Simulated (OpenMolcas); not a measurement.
Yb3+ with 7 ligands (chloride) in pentagonal bipyramidal coordination (D5h). The axial distance is 0.94 times the equatorial one, R.

```json
{
 "Program": "OpenMolcas 26.06",
 "Method": "CASSCF",
 "Basis": "ANO-RCC-VDZP [7s6p4d2f1g]",
 "Scalar Hamiltonian": "DKH2, point nucleus",
 "Active space": "13 electrons in 7 orbitals (4f)",
 "State averaging": "2S+1 = 2 odd, 7 roots",
 "Spin-orbit coupling": "state interaction with AMFI integrals over the reference wave functions"
}
```

All ligands move together. At R = 2.53 Å the width of the lowest J multiplet is 264 cm-1, and at R = 2.88 Å it is 114 cm-1.

Task: A third run gives 180 cm-1. What distance was it run at?

Result: With a power law R^-n the two known points give n = -ln(114 / 264) / ln(2.88 / 2.53) = 6.48. Then R = 2.53 × (264 / 180)^(1/6.48) = 2.684 Å. The run was at 2.69 Å, so the estimate is off by -0.006 Å.

Without dynamic correlation the ligand-field splitting of an f shell can come out too small, at times by half. No measured value stands beside these numbers; the geometry is a model, was not optimised and need not be the one that this ion takes.
